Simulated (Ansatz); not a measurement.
C$_{2}$H$_{3}$F$_{2}$In (SMILES C=[CH][In]([F])[F]), singlet, at a GFN2-xTB geometry (such geometries of metal compounds can be far from the true shape) (core potentials on In); B3LYP/def2-TZVPP (Ansatz, a program for electronic structure).

The Ansatz input:
Ansatz 0.2 input:
```yaml
crystal:
  periodic: [false, false, false]
  atoms:
    - {symbol: In, position_ang: [-0.05721686, -0.02545624, 0.27702494]}
    - {symbol: F, position_ang: [-0.75044057, -0.87400216, 1.94247706]}
    - {symbol: F, position_ang: [0.79787215, 1.75357590, 0.51538792]}
    - {symbol: C, position_ang: [-0.11671580, -0.81049799, -1.80966626]}
    - {symbol: C, position_ang: [0.40171838, -0.08230691, -2.76217609]}
    - {symbol: H, position_ang: [-0.58665702, -1.77476922, -1.89855313]}
    - {symbol: H, position_ang: [0.39847120, -0.41787696, -3.79246073]}
    - {symbol: H, position_ang: [0.85491249, 0.88066764, -2.57293902]}
basis:
  gaussian:
    orbitals: def2-TZVPP
hamiltonian:
  xc: b3lyp
```

Task: What does Ansatz print? Leave out banner, timings and long lists.

Result: 
```
Functional definition: B3LYP
1314 factors; their error is unknown
mean field evaluation 1: about -12723.2599 eV, gradient 8.2e1 eV
mean field evaluation 2: about -12687.8771 eV, gradient 1.6e2 eV
mean field evaluation 4: about -12736.0160 eV, gradient 1.4e1 eV
mean field evaluation 8: about -12736.4162 eV, gradient 3.0e-1 eV
mean field evaluation 16: about -12736.4666 eV, gradient 2.6e-4 eV
mean field -12736.46663399 eV, -468.0565157121 hartree, gradient 2.7e-5 eV, S^2 0.000000; 0 other end points of the search recorded, 0 dependent functions left out
reference -12736.46693789 eV, -468.0565268801 hartree; 27, 27 occupied and 189, 189 virtual orbitals, 1314 factors
Total energy: -12736.46693789 eV, -468.0565268801 hartree
```
